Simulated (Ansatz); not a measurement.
```yaml
crystal:
  periodic: [false, false, false]
  atoms:
    - {symbol: F, position_ang: [2.010033, -2.598522, 1.443479]}
    - {symbol: C, position_ang: [1.216745, -1.572667, 0.867941]}
    - {symbol: C, position_ang: [0.462124, -0.599294, 0.321345]}
    - {symbol: Si, position_ang: [-0.673435, 0.873153, -0.502849]}
    - {symbol: H, position_ang: [-1.701951, 0.214219, -1.628988]}
    - {symbol: H, position_ang: [-1.559854, 1.620003, 0.687410]}
    - {symbol: H, position_ang: [0.314882, 1.987060, -1.239522]}
basis:
  gaussian: {orbitals: "6-31++G**"}
hamiltonian: {xc: {name: M06-2X}}
output: {forces: true}
```

```sh
$ ansatz run in.yaml --threads 2 --pin off --events-out ev --progress --plain --max-ram 4352MiB
```

Problem. How does Ansatz answer? (Best estimate.)

Solution. Computed: The program refused the input.
```
Error: YAML parse error: error: line 13 column 19: hamiltonian.xc: no functional is named "M06-2X"; the names, which are not case-sensitive, are SVWN5, SPW92, PBE, PBE0, PBEsol, revPBE, revPBE0, RPBE, rPW86-PBE, HSE06, wPBEh, LC-wPBE, HISS, HF, BLYP, B3LYP, B3LYP5, BHLYP, CAM-B3LYP, r2SCAN, r2SCANh, r2SCAN0, r2SCAN50, m-r2SCAN, B97, wB97, wB97X, wB97X-V, B97M-V, wB97M-V, B2PLYP, B2GP-PLYP, PBE0-DH, PBE-QIDH
11 | basis:
12 |   gaussian: {orbitals: "6-31++G**"}
13 | hamiltonian: {xc: {name: M06-2X}}
14 | output: {forces: true}
```

HSE06 is defined as in plane-wave codes.
